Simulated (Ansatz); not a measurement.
Coupled-cluster diagnostics for the cluster WS₄ (the lowest singlet isomer of a short search), Ansatz.

Geometry of the singlet (PBE-D4/def2-SVP):

```
atom   x (Å)   y (Å)   z (Å)
  W1  -0.419   0.115  -0.174
  S2  -1.613   0.763   1.495
  S3  -1.316  -1.555  -1.215
  S4   1.715  -0.673   0.246
  S5   1.634   1.349  -0.352
```

In the def2 sets W takes a core potential; there is no spin–orbit coupling. Correlated methods freeze 20 core orbitals; core or outer-core shells of W are correlated, in sets that lack core-valence functions. The structure comes from a short search, and lower isomers may exist.

(1) Estimate the CCSD(T) correlation energy, the shares of MP2 and (T), T1 and the reference's ⟨S²⟩ for: charge 0, singlet, own geometry in def2-TZVPP; and the rough time on 4 threads of AMD EPYC 7R43 on a shared host.

Results:

(1) 
| state | basis | correlation (eV) | MP2 share (%) | (T) share (%) | T1 | ⟨S²⟩ (pure) | wall time | remarks |
| --- | --- | --- | --- | --- | --- | --- | --- | --- |
| charge 0, singlet, own geometry | def2-TZVPP | -34.669 | 96.0 | 7.2 | 0.053 | 0.00 (0.00) | 3.1 min | large T1, restricted SCF unstable |
Customary marks for T1 are 0.02 (closed shells), 0.045 (open shells) and about 0.05 (3d metals). T1 exceeds 0.02 in 1 of 1 rows and 0.045 in 1; the higher it lies, the less the single-reference result can be trusted.
